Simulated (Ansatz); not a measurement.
The cluster Zn2Br3. Total charge 0; doublet. Geometry PBE-D4/def2-SVP; atoms count from 1.

```xyz
5

Zn   -0.891   -0.131    0.463
Zn    1.425    0.229   -0.719
Br    1.001   -0.586    1.866
Br   -1.008   -1.626   -1.319
Br   -0.527    2.114   -0.292
```

Another isomer (doublet) lies 0.65 eV lower at PBE0-D4/def2-TZVP; other spin states weren't run for this one.

(1) Estimate the Mulliken populations from the PBE0/def2-TZVP orbitals of Ansatz.

(2) Where does the spin sit?

(3) And the Mayer bond orders between heavy atoms (over 0.3)?

Results:

(1) 
```tsv
atom	charge (e)	spin (α − β)	d electrons
Zn1	0.45	-0.02	10.13
Zn2	0.38	0.85	10.04
Br3	-0.27	0.07	–
Br4	-0.29	0.03	–
Br5	-0.27	0.06	–
```
Mulliken values depend strongly on the basis.

(2) Summed by element: Zn 0.84, Br 0.16, of 1 unpaired in all. Largest on single atoms: Zn2 0.85, Br3 0.07, Br5 0.06.

(3) Zn1–Br3 0.75 (2.40 Å); Zn1–Br4 0.91 (2.33 Å); Zn1–Br5 0.75 (2.40 Å); Zn2–Br3 0.39 (2.74 Å); Zn2–Br5 0.39 (2.75 Å).
